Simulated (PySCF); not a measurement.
Compound: PhCHFCH2OH, C₈H₉FO.
Geometry (GFN2-xTB, Å), atoms numbered from 1 in this order:
```xyz
19
C8H9FO angstrom
O     -3.5585    0.4459    0.3394
C     -2.2543   -0.0543    0.4329
C     -1.2734    0.6957   -0.4825
F     -1.6562    0.4468   -1.7926
C      0.1429    0.2537   -0.2408
C      0.7497   -0.6906   -1.0563
C      2.0416   -1.1114   -0.7906
C      2.7295   -0.6017    0.2963
C      2.1268    0.3416    1.1128
C      0.8399    0.7701    0.8451
H     -3.8375    0.3956   -0.5833
H     -2.2173   -1.1231    0.1780
H     -1.9455    0.0732    1.4718
H     -1.3871    1.7783   -0.3418
H      0.2141   -1.0866   -1.9058
H      2.5089   -1.8414   -1.4346
H      3.7348   -0.9357    0.5061
H      2.6618    0.7453    1.9596
H      0.3701    1.5080    1.4792
```

Method: PBE0/pcSseg-1 in PySCF (dipole) on a GFN2-xTB geometry, gas phase.

Take the most abundant isotopes and a rigid rotor. The values belong to one conformer with, in the numbering `[OH:1][CH2:2][C@H:3]([F:4])[c:5]1[cH:6][cH:7][cH:8][cH:9][cH:10]1`, H–O1–C2–C3 57°, O1–C2–C3–F4 -65°, C2–C3–C5–C6 98°.

**Question.** Give the principal moments of inertia and the rotational constants in MHz.

**Answer.** Ia = 164.24, Ib = 646.20, Ic = 740.47 u·Å²; 505379 MHz·u·Å²/I gives A = 3077, B = 782.1, C = 682.5 MHz.

**Question.** What kind of rotor is it?

**Answer.** A near-prolate asymmetric top: κ = (2 × 782.1 − 3077 − 682.5)/(3077 − 682.5) = -0.92.

**Question.** Is it planar, by Δ = Ic − Ia − Ib?

**Answer.** Not planar: Δ = Ic − Ia − Ib = -69.97 u·Å². For a rigid frame Δ = −2 Σ m c², so Σ m c² = 34.99 u·Å² lies off the ab plane: 7.69 from hydrogen and 27.30 from heavier atoms. The atom farthest from that plane is 1.59 Å away.

**Question.** Which types of transition are allowed, and where do some lines up to J = 3 fall?

**Answer.** The dipole components are |μa| = 1.46 D, |μb| = 0.15 D, |μc| = 0.26 D. Intensities carry the squares of the components, which stand as 1.00 : 0.01 : 0.03 (a : b : c). Some lines, for components of 0.1 D or more:

```csv
type,branch,"J(Ka,Kc)",MHz,lower level (cm⁻¹)
b,R,"2(0,2) ← 1(1,1)",631,0.125
a,R,"1(0,1) ← 0(0,0)",1465,0.000
c,Q,"3(1,3) ← 3(0,3)",2060,0.293
b,R,"3(0,3) ← 2(1,2)",2182,0.220
c,Q,"2(1,2) ← 2(0,2)",2199,0.146
b,Q,"2(1,1) ← 2(0,2)",2497,0.146
a,R,"2(0,2) ← 1(0,1)",2926,0.049
a,R,"2(1,1) ← 1(1,0)",3029,0.129
c,R,"1(1,0) ← 0(0,0)",3859,0.000
a,R,"3(1,2) ← 2(1,1)",4541,0.230
b,R,"2(1,2) ← 1(0,1)",5125,0.049
c,Q,"3(2,2) ← 3(1,2)",6738,0.381
b,Q,"2(2,0) ← 2(1,1)",6888,0.230
c,R,"3(1,2) ← 2(0,2)",7038,0.146
b,R,"3(2,2) ← 2(1,1)",11279,0.230
b,R,"3(2,1) ← 2(1,2)",11593,0.220
c,Q,"3(3,1) ← 3(2,1)",11710,0.607
c,R,"3(3,1) ← 2(2,1)",16120,0.459
```

**Question.** Estimate the classical rotational partition function at 25 K, 50 K and 100 K.

**Answer.** Point group C1, symmetry number σ = 1; q = (√π/σ)·√((kT/h)³/(ABC)), k/h = 20836.6 MHz/K: 16400 at 25 K, 46500 at 50 K, 132000 at 100 K.

Whether it is a minimum is left open (no frequencies). Constants of a rigid frame at the computed geometry: no zero-point averaging, no centrifugal distortion.
